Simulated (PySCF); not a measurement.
# From a computed spectrum to the compound

A species of 5 atoms with charge 1 has these harmonic modes (PBE0, small Gaussian bases with core potentials, PySCF 2.14.0):

| cm⁻¹ | km/mol | symmetry |
| --- | --- | --- |
| 138 | 1.1 | a1 |
| 470 | 200.2 | b2 |
| 540 | 197.6 | a1 |
| 566 | 0.0 | a2 |
| 577 | 408.6 | b1 |
| 707 | 163.7 | b2 |
| 733 | 56.7 | a1 |
| 3945 | 462.8 | b2 |
| 3952 | 291.1 | a1 |

Which species is it, and in which structure?

[Tm(OH)2]+ (singlet in the valence; each metal's 4f electrons, 12 of them, lie in its core potential, out of spins and levels):
```xyz
5

Tm    0.0000    0.0000   -0.1796
O     1.6252   -0.0348    0.8514
H     2.2978   -0.0492    1.5390
O    -1.6252    0.0348    0.8514
H    -2.2978    0.0492    1.5390
```
Ideal gas at 298.15 K and 1 bar: S = 304.6 J/(mol K), Cp = 67.4 J/(mol K), H − H(0 K) = 14.3 kJ/mol (rigid rotor, harmonic modes, spin degeneracy alone, that of the 4f electrons in the core included). An lcecp potential fixes the number of 4f electrons, so in runs with it no electron can move into or out of that shell.
 Other answers can fit too; this one was computed.
